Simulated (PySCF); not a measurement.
Compound: C3H8O2Si.
Numbering: `[CH3:1]/[CH:2]=[CH:3]\[O:4][SiH2:5][OH:6]` (hydrogens: H7, H8, H9 on C1; H10 on C2; H11 on C3; H12, H13 on Si5; H14 on O6)

Computed, not measured: PBE0-D3(BJ)/def2-SVP geometry optimisation, gas phase (PySCF 2.14.0).

(1) List the bond lengths, angles and torsions at this level.

## Answers

(1) 
| bond | length (Å) | order |
| --- | --- | --- |
| C1–C2 | 1.491 | single |
| C2=C3 | 1.336 | double |
| C3–O4 | 1.358 | single |
| O4–Si5 | 1.670 | single |
| Si5–O6 | 1.655 | single |
| C1–H7, C1–H8, C1–H9 | 1.101 | single |
| C2–H10 | 1.094 | single |
| C3–H11 | 1.098 | single |
| Si5–H12, Si5–H13 | 1.485 | single |
| O6–H14 | 0.962 | single |

Bonds in one row agree within 0.01 Å and their mean is given. Orders are formal, as drawn. A selection of angles:
| angle | degrees |
| --- | --- |
| C2–C1–H7 | 111.4 |
| H7–C1–H8 | 106.6 |
| C1–C2–C3 | 125.1 |
| C1–C2–H10 | 118.6 |
| C3–C2–H10 | 116.3 |
| C2–C3–O4 | 122.8 |
| C2–C3–H11 | 121.3 |
| O4–C3–H11 | 115.9 |
| C3–O4–Si5 | 126.0 |
| O4–Si5–O6 | 112.6 |
| O4–Si5–H12 | 103.8 |
| O4–Si5–H13 | 109.6 |
| O6–Si5–H12 | 112.1 |
| O6–Si5–H13 | 105.1 |
| H12–Si5–H13 | 113.9 |
| Si5–O6–H14 | 117.4 |

Torsions: C1–C2–C3–O4 1° (synperiplanar); C2–C3–O4–Si5 -170° (antiperiplanar); C3–O4–Si5–O6 76° (synclinal); H14–O6–Si5–O4 64° (synclinal). The mirror-image conformer, all signs reversed, is as good.

Of the pairs four or more bonds apart, O4···H9 is among the closest relative to their van der Waals radii: 2.52 Å, 93 % of the sum of Bondi's values. The C–C distances run from 1.336 Å (C2=C3, drawn double) to 1.491 Å (C1–C2, drawn single), a spread of 0.155 Å. Si5 (oxygen-bound silicon) is distorted tetrahedral (angles from 103.8° to 113.9°).

Point group: C1 (no symmetry element, even within 0.4 Å). PBE0-D3(BJ)/def2-SVP frequencies: not computed here. One conformer, not necessarily the lowest (C2–C3–O4–Si5 -170°, C3–O4–Si5–O6 76°, O4–Si5–O6–H 64°).
